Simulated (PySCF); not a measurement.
Working out the excitation energy of Si

Si [Ne] 3s2 3p2 (3P) → Si [Ne] 3s1 3p2 3d1 (high-spin determinant). Calculation: PySCF 2.14, in aug-cc-pwCVDZ; no relativity, point nucleus. Frozen: [Ne]. Energies in hartree (1 hartree = 27.21139 eV):

```json
{"part": "UHF", "Si (lower)": "-288.851177", "Si (upper)": "-288.452895"}
{"part": "CCSD correlation", "Si (lower)": "-0.067419", "Si (upper)": "-0.033330"}
{"part": "(T)", "Si (lower)": "-0.001374", "Si (upper)": "-0.003004"}
```

Q: What does Hartree-Fock give?

A: (-288.452895) − (-288.851177) = 0.398282 hartree = 10.838 eV.

Q: What do CCSD and CCSD(T) give?

A: The CCSD correlation energies differ by 0.034089 hartree = 0.928 eV and the triples by -0.001630 hartree = -0.044 eV, so CCSD gives 11.766 eV and CCSD(T) 11.722 eV.

One determinant mixes LS terms, so it does not stand for a single term.

The upper state lies above the first ionisation limit, but in LS coupling its spin forbids autoionisation to the ground ion.

A double-zeta basis recovers only part of the correlation energy.

The coupled-cluster amplitudes are large, so a single reference is strained.
